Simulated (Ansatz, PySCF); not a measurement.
Si(CCH)2(Cl)(H) (C4H3ClSi), SMILES C#C[SiH](Cl)C#C. Atoms are numbered in the order given.

```xyz
9

Si     0.5626    -0.0055     0.0000
Cl    -0.2757    -1.9033     0.0000
C      0.0132     0.8902    -1.4926
C     -0.3396     1.4890    -2.4913
C      0.0132     0.8902     1.4926
C     -0.3396     1.4890     2.4913
H      2.0352    -0.1528     0.0000
H     -0.6540     2.0176    -3.3732
H     -0.6540     2.0176     3.3732
```

The structure is a stationary point at B3LYP-D3(BJ)/def2-SVP.

Vertical ionisation energy (IE) and electron affinity (EA) in eV. Rows of orbital energies are one-electron estimates. Where ΔSCF, EOM or ADC give a negative EA the extra electron is unbound and the value depends on the basis.

| level | IE | EA |
|---|---|---|
| −ε(HOMO), −ε(LUMO), r2SCAN/def2-TZVP (PySCF) | 7.47 | 1.91 |
| −ε(HOMO), −ε(LUMO), PBE/def2-TZVP (PySCF) | 7.23 | 2.13 |
| ΔSCF, CAM-B3LYP/def2-SVPD (Ansatz), final states of multiplicity 2 and 2 | 10.68 | -0.48 |
| ΔSCF, PBE/def2-SVPD (Ansatz), final states of multiplicity 2 and 2 | 9.94 | -0.15 |

What vertical singlet–triplet gap does ΔSCF give with CAM-B3LYP/def2-SVPD (Ansatz, a quantum-chemistry and plane-wave program) and with PBE/def2-SVPD (Ansatz)? (The exact figures need the calculation; the answer reports its results.)

4.99 and 4.79 eV (triplet above singlet where positive).
